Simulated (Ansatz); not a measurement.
C2H7NOSn can be A, `C[N](C)[Sn][OH]`, or B, `C[NH][SnH2][CH]=O`.

Calculated with Ansatz (gas phase, PBE0-D4/def2-TZVP geometries, no zero-point term in ΔE). CCSD(T)/CBS adds triple-zeta CCSD(T) − MP2 to the extrapolated MP2 energy (def2 sets, frozen cores). Functionals use def2-TZVPP. B3LYP here is the variant with VWN-RPA as its local correlation; programs differ in this. Elements past krypton have def2 core potentials. For Sn outer-core shells are correlated without core-valence functions, which leaves a few kJ/mol of doubt a bond. Each species was taken in one conformer, which may not be the lowest.

A:

```xyz
12

C    -0.5272    0.3916   -0.8790
N     0.1901   -0.2146    0.2068
C     0.4110   -1.6228   -0.0001
Sn    0.8768    0.6602    1.9147
O     0.1803    2.4962    1.6292
H    -0.0081    0.2410   -1.8373
H    -1.5381   -0.0287   -0.9895
H    -0.6309    1.4696   -0.7368
H    -0.5346   -2.1774   -0.0919
H     0.9662   -2.0568    0.8378
H     0.9891   -1.8151   -0.9162
H    -0.3746    2.6568    0.8624
```

B:

Z-matrix (Å, degrees):
```
C
N 1 1.454
H 1 1.098 2 114.8
H 1 1.095 2 110.0 3 121.9
H 1 1.094 2 109.6 3 -121.2
Sn 2 2.020 1 118.1 3 68.7
H 2 1.011 1 110.9 3 -62.8
C 6 2.222 2 108.9 1 -59.8
H 6 1.708 2 108.0 1 -179.9
H 6 1.710 2 107.1 1 59.0
O 8 1.199 6 120.0 2 -10.8
H 8 1.118 6 120.4 2 168.7
```

Task: Which is lower in electronic energy at CCSD(T)/CBS, and by how much? (Estimate.)

Result: The calculation gave: A, by 241.1 kJ/mol.

Task: Give E(B) − E(A) in kJ/mol with PBE0-D4, B2PLYP, CCSD(T)/def2-TZVPP, PBE-D4, MP2/def2-TZVPP, B3LYP, B3LYP-D4. (An estimate is asked.)

Result: The calculation gave: PBE0-D4 237.7, B2PLYP 243.1, CCSD(T)/def2-TZVPP 225.8, PBE-D4 242.0, MP2/def2-TZVPP 251.0, B3LYP 239.9, B3LYP-D4 245.2. None reverses the order clearly.

Largest T1 diagnostic: 0.017.

The D4 term adds +5.3 kJ/mol with B3LYP and +2.5 kJ/mol with PBE0; it sums over pairs of atoms, weighted by their polarisabilities, and B3LYP, whose exchange is more repulsive, gets the larger term. From PBE to PBE0 (25 % exact exchange), in def2-TZVPP and without D4, E(B) − E(A) moves by −3.6 kJ/mol.
